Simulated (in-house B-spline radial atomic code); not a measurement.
Radial electron density of F V (F4+), [He] 2s2 5p1. Level of theory: Dirac-Hartree-Fock, average of configuration, Fermi nucleus of rms radius 2.8976 fm; calculated with a B-spline radial code for spherical atoms.

Columns: r (bohr), 4πr²n(r) (electrons per bohr), bar.

```
 0.00726   0.2732 #
 0.00884   0.3933 ##
  0.0108   0.5662 ###
  0.0131   0.7987 ####
   0.016     1.13 #####
  0.0195    1.575 #######
  0.0237    2.155 ##########
  0.0289    2.917 #############
  0.0352    3.862 #################
  0.0429    4.993 ######################
  0.0522    6.253 ############################
  0.0636    7.563 ##################################
  0.0775    8.752 #######################################
  0.0944    9.592 ###########################################
   0.115    9.843 ############################################
    0.14    9.323 ##########################################
   0.171    7.987 ####################################
   0.208    6.123 ###########################
   0.253    4.174 ###################
   0.308    2.676 ############
   0.376    2.003 #########
   0.457    2.125 ##########
   0.557    2.588 ############
   0.679    2.805 #############
   0.827    2.456 ###########
    1.01    1.667 #######
    1.23   0.8779 ####
    1.49    0.376 ##
    1.82   0.1185 #
    2.22  0.01295 
     2.7  0.03164 
    3.29    0.106 
    4.01  0.06487 
    4.88  0.00161 
    5.95   0.1363 #
    7.24   0.2397 #
    8.82   0.1338 #
    10.7   0.0294 
    13.1 0.002108 
    15.9 5.384e-05 
    19.4 3.094e-07 
    23.7 2.178e-10
```

On this grid the curve has 4 maxima, near 0.115, 0.679, 3.29, 7.24 bohr.

The 5p3/2 radial function P(r) = rR(r), positive near the nucleus, with its small component Q(r) (sign convention: Q ≈ (P' + κP/r)/2c):

```tsv
r (bohr)	P	Q
0.00884	0.0004958	-8.102e-06
0.0131	0.001068	-1.741e-05
0.0195	0.002298	-3.732e-05
0.0289	0.00484	-7.816e-05
0.0429	0.01002	-0.0001605
0.0636	0.02012	-0.0003184
0.0944	0.03881	-0.0006049
0.14	0.07034	-0.00108
0.208	0.1167	-0.001786
0.308	0.1673	-0.002639
0.457	0.1868	-0.003321
0.679	0.1102	-0.003144
1.01	-0.09253	-0.00147
1.49	-0.2563	0.00106
2.22	-0.04891	0.001926
3.29	0.3254	-0.0003998
4.88	-0.03985	-0.001292
7.24	-0.4896	0.0005383
10.7	-0.1716	0.0004181
15.9	-0.007345	2.194e-05
```
